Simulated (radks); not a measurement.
The gold anion Au-, [Hg], held by a Watson sphere: a shell of charge +0.83 at radius R that stands for the Madelung well of a crystal (potential energy -0.83/R inside, -0.83/r outside, in hartree with lengths in bohr). Calculated with a radial shooting solver on a logarithmic mesh with Libxc functionals: scalar-relativistic Kohn-Sham, r2SCAN, spin-polarised, spherical densities, finite nucleus; meta-GGA in the generalised Kohn-Sham scheme; Fermi nuclear charge, rms radius of each element as measured or else 0.836 A^(1/3) + 0.57 fm.

| R (bohr) | e(5p) (eV) | e(5d) (eV) | e(6s) (eV) | <r> 6s (bohr) | sum of <r^2> (bohr^2) | X-ray form factor at sin(theta)/lambda = 0.1 1/angstrom |
|---|---|---|---|---|---|---|
| 2.77 | -60.369 | -6.231 | -5.598 | 2.848 | 70.12 | 75.564 |
| 3.68 | -59.518 | -5.286 | -4.871 | 2.981 | 72.94 | 75.467 |
| 3.72 | -59.484 | -5.250 | -4.838 | 2.986 | 73.04 | 75.463 |
| 5.25 | -58.375 | -4.094 | -3.718 | 3.133 | 75.97 | 75.391 |
| 5.31 | -58.338 | -4.058 | -3.681 | 3.137 | 76.05 | 75.390 |
| 6.29 | -57.812 | -3.526 | -3.143 | 3.184 | 77.05 | 75.374 |
| 6.33 | -57.793 | -3.506 | -3.123 | 3.186 | 77.08 | 75.373 |
